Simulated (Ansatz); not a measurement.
Basis-set extrapolation for C₅HF₇, SMILES `FC1=C(F)C(F)(F)C(F)C1(F)F` (PBE0-D4/def2-TZVP geometry, frozen core, Ansatz 0.2.0). Multiplicity 1, RHF reference.

```
                      def2-TZVPP   def2-QZVPP
                 HF  -886.320416  -886.357693
    MP2 correlation    -2.489623    -2.709146
CCSD(T) correlation    -2.594377      not run
```

Energies in hartree. Use E(X) = E(∞) + A·exp(−7.88·√X) for Hartree–Fock and E(X) = E(∞) + B·X^(−2.97) for correlation, with X = 3 and 4, and add CCSD(T) minus MP2 of the smaller set to the MP2 limit.

Q: What is the CCSD(T) energy at the basis-set limit?

A: HF limit: -886.357693 + (-0.037277) × 0.13774 = -886.36283. MP2 limit: -2.709146 + (-0.219523) × 0.74074 = -2.87176. Higher-order term: -2.594377 − (-2.489623) = -0.10475. Total: -889.33934 hartree, 266.4 kcal/mol below CCSD(T)/def2-TZVPP.
